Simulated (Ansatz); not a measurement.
Ge2F5⁻, relaxed as a singlet with RKS PBE0-D4/def2-SVPD in Ansatz, starting from the GFN1-xTB geometry. Force threshold 0.02 eV/Å.

Another isomer (singlet) lies 0.06 eV lower at PBE0-D4/def2-TZVPD; other spin states weren't run for this one.

Start:

```
atom   x (Å)   y (Å)   z (Å)
 Ge1   0.253   0.153  -1.588
 Ge2  -0.257  -0.236   0.734
  F3  -1.893  -0.887   0.551
  F4  -0.179   1.922  -1.750
  F5  -0.471   0.346   2.429
  F6   2.045   0.488  -1.480
  F7   0.503  -1.786   1.104
```

```json
{"step": "1", "energy (eV)": "-126578.4261", "largest force component (eV/Å)": "1.952", "SCF passes": "15"}
{"step": "2", "energy (eV)": "-126578.6894", "largest force component (eV/Å)": "0.705", "SCF passes": "25"}
{"step": "3", "energy (eV)": "-126578.7151", "largest force component (eV/Å)": "0.651", "SCF passes": "20"}
{"step": "4", "energy (eV)": "-126578.7504", "largest force component (eV/Å)": "0.339", "SCF passes": "20"}
{"step": "5", "energy (eV)": "-126578.7535", "largest force component (eV/Å)": "0.066", "SCF passes": "20"}
{"step": "6", "energy (eV)": "-126578.7560", "largest force component (eV/Å)": "0.169", "SCF passes": "20"}
{"step": "7", "energy (eV)": "-126578.7585", "largest force component (eV/Å)": "0.027", "SCF passes": "21"}
{"step": "8", "energy (eV)": "-126578.7595", "largest force component (eV/Å)": "0.010", "SCF passes": "20"}
{"step": "9", "energy (eV)": "-126578.7596", "largest force component (eV/Å)": "0.097", "SCF passes": "20"}
{"step": "10", "energy (eV)": "-126578.7599", "largest force component (eV/Å)": "0.028", "SCF passes": "21"}
{"step": "11", "energy (eV)": "-126578.7600", "largest force component (eV/Å)": "0.006", "SCF passes": "22"}
```

Force components are those of the run's own axes.

End:

```xyz
7

Ge    0.440    0.225   -1.831
Ge   -0.335   -0.453    0.648
F    -2.065   -0.883    0.776
F    -0.304    1.877   -1.705
F    -0.186    0.503    2.143
F     2.095    0.722   -1.274
F     0.356   -1.991    1.243
```

By distances, no bond broke or formed. The bond that changes most is Ge1–Ge2, from 2.41 to 2.68 Å (atoms count from 1).

The force fell under the threshold at step 8, but the optimiser went on. No frequencies were taken in this run, so the end may be a saddle point.

It took 53 s on 4 threads of Arm Neoverse V1 on a shared host, peak host memory 0.67 GiB.
